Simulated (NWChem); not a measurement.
System: B3H2O3 cation

Input file for NWChem:

```
start job
memory heap 200 mb stack 900 mb global 1100 mb
charge 1
geometry units angstroms noautoz
  B      0.000000     0.000000     1.163286
  O     -1.231978     0.000000     0.828139
  B     -1.239410     0.000000    -0.650989
  O      0.000000     0.000000    -1.223483
  B      1.239410     0.000000    -0.650989
  O      1.231978     0.000000     0.828139
  H     -2.277066     0.000000    -1.202972
  H      2.277066     0.000000    -1.202972
end
basis spherical
  B library def2-svp
  O library def2-svp
  H library def2-svp
end
dft
  xc m06-l
  grid xfine
  iterations 150
  mulliken
end
task dft gradient
```

Parts of the log:

```
             Northwest Computational Chemistry Package (NWChem) 7.3.0
             --------------------------------------------------------

 C2V symmetry detected

                             Geometry "geometry" -> ""
                             -------------------------

 Output coordinates in angstroms (scale by  1.889725989 to convert to a.u.)

  No.       Tag          Charge          X              Y              Z
 ---- ---------------- ---------- -------------- -------------- --------------
    1 B                    5.0000     0.00000000     0.00000000     1.15443341
    2 O                    8.0000    -1.23197800     0.00000000     0.81928641
    3 B                    5.0000    -1.23941000     0.00000000    -0.65984159
    4 O                    8.0000     0.00000000     0.00000000    -1.23233559
    5 B                    5.0000     1.23941000     0.00000000    -0.65984159
    6 O                    8.0000     1.23197800     0.00000000     0.81928641
    7 H                    1.0000    -2.27706600     0.00000000    -1.21182459
    8 H                    1.0000     2.27706600     0.00000000    -1.21182459

 Effective nuclear repulsion energy (a.u.)     193.0118087554

      Symmetry information
      --------------------

 Group name             C2v
 Group number             16
 Group order               4
 No. of unique centers     5

                                 NWChem DFT Module
                                 -----------------

 Summary of "ao basis" -> "ao basis" (spherical)
 ------------------------------------------------------------------------------
       Tag                 Description            Shells   Functions and Types
 ---------------- ------------------------------  ------  ---------------------
 B                          def2-svp                 6       14   3s2p1d
 O                          def2-svp                 6       14   3s2p1d
 H                          def2-svp                 3        5   2s1p

      Symmetry analysis of basis
      --------------------------

        a1         38
        a2         11
        b1         30
        b2         15

            General Information
            -------------------
          SCF calculation type: DFT
          Wavefunction type:  closed shell.
          No. of atoms     :     8
          No. of electrons :    40
           Alpha electrons :    20
            Beta electrons :    20
          Charge           :     1
          Spin multiplicity:     1
          Use of symmetry is: on ; symmetry adaption is: on
          Maximum number of iterations: 150
          AO basis - number of functions:    94
                     number of shells:    42
          Convergence on energy requested:  1.00D-06
          Convergence on density requested:  1.00D-05
          Convergence on gradient requested:  5.00D-04

              XC Information
              --------------
                        M06-L Method XC Functional
                         M06-L Exchange Functional  1.000
                       M06-L Correlation Potential  1.000

             Grid Information
             ----------------
          Grid used for XC integration:  xfine
          Radial quadrature: Mura-Knowles
          Angular quadrature: Lebedev.
          Tag              B.-S. Rad. Rad. Pts. Rad. Cut. Ang. Pts.
          ---              ---------- --------- --------- ---------
          B                   0.85      100          11.0      1454
          O                   0.60      100          11.0      1454
          H                   0.35      100          12.0      1202
          Grid pruning is: on
          Number of quadrature shells:   500
          Spatial weights used:  Erf1

      Superposition of Atomic Density Guess
      -------------------------------------

 Sum of atomic energies:        -298.58400364

 Renormalizing density from      41.00 to     40

      Non-variational initial energy
      ------------------------------

 Total energy =    -296.367594
 1-e energy   =    -770.427896
 2-e energy   =     281.048493
 HOMO         =      -0.741576
 LUMO         =      -0.317892

      Symmetry analysis of molecular orbitals - initial
      -------------------------------------------------

  Numbering of irreducible representations:

     1 a1          2 a2          3 b1          4 b2

  Orbital symmetries:

     1 a1          2 a1          3 b1          4 a1          5 b1
     6 a1          7 a1          8 b1          9 a1         10 b1
    11 a1         12 a1         13 b1         14 b2         15 b1
    16 b2         17 a1         18 a2         19 a1         20 b1
    21 a1         22 a2         23 b2         24 b2         25 a1
    26 b1         27 a1         28 a1         29 b1         30 a1

     ---------------------------------------------
      Total Density - Mulliken Population Analysis
     ---------------------------------------------

[...]

                         DFT ENERGY GRADIENTS

    atom               coordinates                        gradient
                 x          y          z           x          y          z
   1 B       0.000000   0.000000   2.181563    0.000000   0.000000   0.002784
   2 O      -2.328101   0.000000   1.548227   -0.007592   0.000000   0.002974
   3 B      -2.342145   0.000000  -1.246920   -0.004380   0.000000  -0.000095
   4 O       0.000000   0.000000  -2.328777    0.000000   0.000000  -0.007395
   5 B       2.342145   0.000000  -1.246920    0.004380   0.000000  -0.000095
   6 O       2.328101   0.000000   1.548227    0.007592   0.000000   0.002974
   7 H      -4.303031   0.000000  -2.290016   -0.000518   0.000000  -0.000573
   8 H       4.303031   0.000000  -2.290016    0.000518   0.000000  -0.000573
```

Level: M06-L/def2-SVP. Geometry: optimised at B3LYP/6-31G* (spherical d).
